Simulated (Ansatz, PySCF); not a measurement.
This Ansatz (an electronic-structure program) input computes a CCSD(T)/cc-pVDZ energy:

Ansatz 0.2 input:
```yaml
crystal:
  periodic: [false, false, false]
  atoms:
    - {symbol: N, position_ang: [-0.00000000, -0.00000000, -0.55206952]}
    - {symbol: N, position_ang: [0.00000000, 0.00000000, 0.55206952]}
basis:
  gaussian:
    orbitals: cc-pVDZ
total_charge: 1
magnetization: {spin_polarized: true, initial_magnetization: 1}
correlation: {method: ccsd_t, electrons: outside_noble_gas}
```

Question: Write an input for the same energy in PySCF and say what it gives.

Answer: 
```python
from pyscf import gto, scf, mp, cc as ccmod

mol = gto.M(
    atom='''
    N    -0.00000000   -0.00000000   -0.55206952
    N     0.00000000    0.00000000    0.55206952
    ''',
    basis='cc-pvdz',
    charge=1,
    spin=1,
    symmetry='D2h',
    verbose=4,
)

mf = scf.UHF(mol)
mf.conv_tol = 1e-10
mf.max_cycle = 100
mf.kernel()
mp2 = mp.MP2(mf, frozen=2).run()
cc = ccmod.CCSD(mf, frozen=2)
cc.max_cycle = 100
cc.kernel()
et = cc.ccsd_t()
print(f'E(CCSD(T)) = {cc.e_tot + et:.9f}')
```
It gives -108.72137 Eh, and Ansatz -108.72136 Eh, a difference of 0.01 mEh.
